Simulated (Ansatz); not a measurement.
Input file for Ansatz (a quantum-chemistry and plane-wave program): R-CCSD(T)/aug-cc-pVTZ on GeH4O (SMILES [OH][GeH3]), atoms moved off the minimum. The run froze 15 orbitals, filled d shells among them.

Ansatz 0.2 input:
```yaml
crystal:
  periodic: [false, false, false]
  atoms:
    - {symbol: Ge, position_ang: [-0.19474079, -0.01465688, 0.04651737]}
    - {symbol: O, position_ang: [1.25731441, -0.20311773, -0.48243380]}
    - {symbol: H, position_ang: [-0.65495414, -0.03721752, 1.69490134]}
    - {symbol: H, position_ang: [-0.95291394, -0.89269151, -0.69997328]}
    - {symbol: H, position_ang: [-0.71933841, 1.50237825, -0.26952730]}
    - {symbol: H, position_ang: [1.95183127, 0.19023222, 0.02174622]}
basis:
  gaussian:
    orbitals: aug-cc-pVTZ
magnetization: {spin_polarized: false}
correlation: {method: ccsd_t, electrons: outside_noble_gas}
scf: {lower_state_search: off}
output: {forces: true}
```

Q: What total energy does the run end on?

A: -2152.9997 hartree (reference determinant -2152.5849, T1 diagnostic 0.011).

Q: How many basis functions does it have, and what does it roughly cost on one machine?

A: 197 functions; around 4 core-minutes (rough).
